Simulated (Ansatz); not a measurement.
Ge3Te7: single points at one geometry.

```yaml
crystal:
  periodic: [false, false, false]
  atoms:
    - {symbol: Ge, position_ang: [2.086472, 0.965087, 1.965321]}
    - {symbol: Ge, position_ang: [0.560037, -2.297969, 0.077263]}
    - {symbol: Ge, position_ang: [-0.701562, -0.188038, 0.455648]}
    - {symbol: Te, position_ang: [1.257363, 1.304769, -0.757151]}
    - {symbol: Te, position_ang: [-3.073728, 0.383331, -0.506329]}
    - {symbol: Te, position_ang: [-0.102596, -4.417657, -0.805870]}
    - {symbol: Te, position_ang: [2.893422, -1.387049, 0.667223]}
    - {symbol: Te, position_ang: [-2.037896, 1.700597, -2.698962]}
    - {symbol: Te, position_ang: [-0.407628, 0.448349, 2.922157]}
    - {symbol: Te, position_ang: [-0.473883, 3.488580, -1.319290]}
basis:
  gaussian: {orbitals: def2-SVP}
magnetization: {spin_polarized: true, initial_magnetization: 2}
hamiltonian: {xc: pbe, dispersion: d4}
scf: {omitted_lower_state_checks: [starts]}
output: {orbitals: {seedname: orbitals}}
```

The file start.molden holds the orbitals of an earlier run on this structure, at another level or in another basis.

```sh
$ ansatz run in.yaml --threads 4 --pin off --events-out ev --progress --plain --max-ram 6963MiB
```

Shortened log:

```
Functional definition: PBE
3293 factors; their error is unknown
mean field evaluation 1: about -220562.9939 eV, gradient 2.4e1 eV
mean field evaluation 2: about -220410.7772 eV, gradient 1.0e2 eV
mean field evaluation 4: about -220557.9469 eV, gradient 2.9e1 eV
mean field evaluation 8: about -220566.6217 eV, gradient 3.0e-1 eV
mean field evaluation 16: about -220566.6448 eV, gradient 1.8e-5 eV
mean field -220566.64479662 eV, -8105.6746908341 hartree, gradient 2.5e-6 eV, S^2 2.003128; 0 other end points of the search recorded, 0 dependent functions left out
reference -220566.64484288 eV, -8105.6746925343 hartree; 133, 131 occupied and 145, 147 virtual orbitals, 3293 factors
Total energy: -220567.94534199 eV, -8105.7224849949 hartree
Checks for a lower state left out: starts
```

It took 74 s on 4 threads of Arm Neoverse V2 on a shared host, peak host memory 1.9 GiB.

The first input with `gaussian: {orbitals: def2-SVP, initial_orbitals: start.molden}`, `hamiltonian: {xc: r2scan, dispersion: d4}` (abridged; 81 s):

```
Functional definition: r2SCAN
mean field evaluation 16: about -220612.5831 eV, gradient 8.4e-6 eV
mean field -220612.58313639 eV, -8107.3628936827 hartree, gradient 8.4e-6 eV, S^2 2.012037
Total energy: -220612.87429963 eV, -8107.3735937342 hartree
Checks for a lower state left out: starts
```

Geometry: PBE-D4/def2-SVP, that of the neutral singlet.

In the def2 sets Te takes a core potential; there is no spin–orbit coupling. At PBE-D4/def2-SVP the gap within one spin of the charge 0 triplet nearly closes, so an electron or hole may be smeared out by delocalisation error. At PBE-D4/def2-SVP a singlet of charge 0 lies 1.48 eV below the triplet at the same geometry. The structure comes from a short search, and lower isomers may exist.
